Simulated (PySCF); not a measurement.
# Magnetisability: `O[C@@H]1[C@H](F)CC1(F)F`, C4H5F3O

Geometry:
```csv
atom,x (Å),y (Å),z (Å)
O1,0.880,-0.632,1.781
C2,-0.123,-0.184,0.955
C3,-0.411,-0.977,-0.358
F4,0.630,-1.810,-0.669
C5,-0.362,0.328,-1.167
C6,0.137,1.073,0.075
F7,-0.553,2.186,0.415
F8,1.439,1.441,0.016
H9,1.680,-0.801,1.263
H10,-1.017,-0.048,1.567
H11,-1.322,-1.575,-0.397
H12,0.349,0.316,-1.991
H13,-1.330,0.683,-1.509
```

Level of theory: PySCF, GIAO B97-2/pcSseg-1 magnetisability, rotational g tensor and spin-rotation constants, non-relativistic, gas phase. Geometry: GFN2-xTB.

(1) What are the magnetisability and the molar susceptibility?

(2) Split it along the inertial axes a, b, c into diamagnetic and paramagnetic parts about the centre of mass, with the quadrupole moment.

(3) And the rotational g tensor?

## Answers

(1) Isotropic -1025 × 10⁻³⁰ J/T², or -61.7 × 10⁻⁶ cm³/mol; principal values -1070, -1024, -982 × 10⁻³⁰ J/T², anisotropy 76 × 10⁻³⁰ J/T² (root of half the summed squared differences of the principal values). The susceptibility is in cgs units.

(2) 
```csv
axis,χ (10⁻⁶ cm³/mol),diamagnetic (10⁻⁶ cm³/mol),paramagnetic (10⁻⁶ cm³/mol),summed x² of all electrons (Å²),quadrupole Θ (D Å)
a,-64.1,-463.3,399.2,121.3,-7.67
b,-61.7,-686.4,624.6,68.7,+1.85
c,-59.4,-806.1,746.7,40.5,+5.82
```
Anisotropies 2χaa − χbb − χcc = -7.1 and 2χbb − χaa − χcc = 0.0 × 10⁻⁶ cm³/mol. Θ is traceless in Buckingham's convention.

(3) 
```
axis  rotational constant (GHz)        g  nuclear part  electronic part
   a                     3.0614  -0.0177        0.5564          -0.5741
   b                     1.7672  -0.0169        0.5018          -0.5186
   c                     1.5144  -0.0178        0.5134          -0.5312
```
Asymmetric top; isotopes 12C, 19F, 1H, 16O; no vibrational averaging.
